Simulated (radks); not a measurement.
Results of a calculation; reference values are marked as such.
Ionisation of the calcium ion Ca+, [Ar] 4s1, to [Ar] as the strength of local exchange is varied. Level of theory: scalar-relativistic Kohn-Sham, Slater X-alpha exchange (alpha = 2/3 is LDA exchange), no correlation, spin-polarised, spherical densities, point nucleus; open shells are filled with parallel spins first (a radial shooting solver on a logarithmic mesh with Libxc functionals).

| alpha | E(Ca+) (hartree) | exchange (hartree) | IE (eV) | -e of the level emptied (eV) | <r> of it (bohr) |
|---|---|---|---|---|---|
| 0.797 | -683.32235 | -39.25505 | 12.335 | 9.779 (4s) | 3.493 |
| 0.944 | -690.59681 | -46.89809 | 13.284 | 10.814 (4s) | 3.368 |
| 0.98 | -692.38787 | -48.78892 | 13.521 | 11.074 (4s) | 3.339 |
| x | -676.94148 | -32.60018 | 11.523 | 8.904 (4s) | 3.613 |

Which alpha was used in the last row?

Answer. alpha = 0.667. NIST Atomic Spectra Database: 11.872 eV (measured). The Delta-SCF value meets it near alpha = 0.72.
